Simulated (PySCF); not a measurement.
Run record for `C[C@@H](S)[C@@H]1C[C@@H]1C#N`: revPBE/def2-SVPD, grid level 4, start guess atom, full TDDFT, 12 singlets.

Method: TDDFT revPBE/def2-SVPD, vertical, gas phase, core orbitals frozen in the response (PySCF 2.14.0, density-fitted response routines). Geometry: GFN2-xTB. A driver script takes a list of jobs; this job's settings line and coordinates (Å) are shown.

Command:
```bash
OMP_NUM_THREADS=1 python probes_run.py task.json out
```

Input:
```
{"job": {"kind": "uv", "xc": "revPBE", "basis": "def2-SVPD", "nstates": 12, "ntriplets": 5, "tda": false, "scf": {"guess": "atom"}, "grid": 4}, "charge": 0, "multiplicity": 1}
C     -1.333480     1.379343     0.286732
C     -0.817835    -0.012892     0.613066
S     -2.211288    -1.230141     0.650051
C      0.165806    -0.502131    -0.417043
C      1.190326    -1.524018    -0.055173
C      1.622782    -0.098346    -0.304734
C      2.032356     0.697118     0.796196
N      2.357446     1.343768     1.683800
H     -0.502071     2.082319     0.277502
H     -2.054175     1.709812     1.031564
H     -1.814529     1.385365    -0.689466
H     -0.362009    -0.030878     1.606752
H     -2.880020    -0.628003     1.629925
H     -0.243440    -0.535061    -1.420367
H      1.210686    -1.880529     0.964157
H      1.471193    -2.266881    -0.785486
H      2.161255     0.123188    -1.219094
```

Output:
```
final grid: 369592 points
cycle   1  E = -685.9714757363  dE =  2.147e+00  |g| = 1.376e+00  |ddm| = 9.281e+00
cycle   2  E = -685.0537823176  dE =  9.177e-01  |g| = 2.242e+00  |ddm| = 7.607e+00
cycle   3  E = -686.4225943333  dE = -1.369e+00  |g| = 5.056e-01  |ddm| = 5.920e+00
cycle   4  E = -686.4666488874  dE = -4.405e-02  |g| = 2.939e-01  |ddm| = 1.123e+00
cycle   5  E = -686.4808025820  dE = -1.415e-02  |g| = 1.506e-01  |ddm| = 5.911e-01
cycle   6  E = -686.4863349062  dE = -5.532e-03  |g| = 2.847e-02  |ddm| = 2.928e-01
cycle   7  E = -686.4865225790  dE = -1.877e-04  |g| = 5.531e-03  |ddm| = 6.569e-02
cycle   8  E = -686.4865302421  dE = -7.663e-06  |g| = 1.940e-03  |ddm| = 1.914e-02
cycle   9  E = -686.4865312323  dE = -9.902e-07  |g| = 5.028e-04  |ddm| = 5.751e-03
cycle  10  E = -686.4865312943  dE = -6.194e-08  |g| = 1.411e-04  |ddm| = 1.174e-03
cycle  11  E = -686.4865312987  dE = -4.396e-09  |g| = 5.355e-05  |ddm| = 4.061e-04
cycle  12  E = -686.4865312995  dE = -7.892e-10  |g| = 1.369e-05  |ddm| = 1.620e-04
converged SCF energy = -686.4865312995

Static polarisability (au): isotropic 95.757, principal 81.785 93.154 112.333

Singlet excitations
state   eV       nm        f      main configurations
  1   5.0654    244.8   0.00430   H->L 0.97
  2   5.3191    233.1   0.00408   H->L+1 0.97
  3   5.4356    228.1   0.00727   H->L+2 0.96
  4   5.7546    215.5   0.02692   H->L+3 0.96
  5   5.9630    207.9   0.00667   H->L+4 0.99
  6   6.2089    199.7   0.01661   H->L+5 0.99
  7   6.3870    194.1   0.00197   H->L+6 0.99
  8   6.6055    187.7   0.00454   H-1->L 0.98
  9   6.8726    180.4   0.01815   H->L+7 0.97
 10   6.9227    179.1   0.01097   H-2->L 0.41, H-1->L+2 0.35, H-1->L+1 0.22
 11   6.9589    178.2   0.00079   H-1->L+2 0.49, H-2->L 0.45
 12   7.1371    173.7   0.08771   H-1->L+1 0.35, H-1->L+3 0.31

Triplet excitations (Tamm-Dancoff, eV): 4.7771 5.1463 5.2673 5.5335 5.9188
```

H and L stand for HOMO and LUMO; the number after each pair is its weight.

Question: Which computed singlet has the largest oscillator strength, and what do all of them sum to?

Answer: State 12 at 7.14 eV (174 nm), f = 0.088; the 12 states sum to 0.190.

Question: Give S1 in cm⁻¹ and kJ/mol.

Answer: 5.0654 eV × 8065.54 = 40855 cm⁻¹; × 96.485 = 488.7 kJ/mol.

In short: SCF converged in 12 cycles with 239 basis and 878 fitting functions; HOMO -5.80 eV, LUMO -0.80 eV; lowest singlet 5.07 eV; lowest triplet 4.78 eV (Tamm–Dancoff); mean polarisability 95.8 au.

Question: Estimate the wall time. Hardware: an Intel Xeon Platinum 8488C with one thread, no GPU, on a shared host. And the peak memory of the process?

Answer: About 90 s, with 0.77 GiB resident at the peak, the Python interpreter and its libraries included.

Conformer computed: `[CH3:1][C@@H:2]([SH:3])[C@@H:4]1[CH2:5][C@@H:6]1[C:7]#[N:8]`: C1–C2–C4–C5 155°, H–S3–C2–C1 -60°.

One conformer stands for the species.
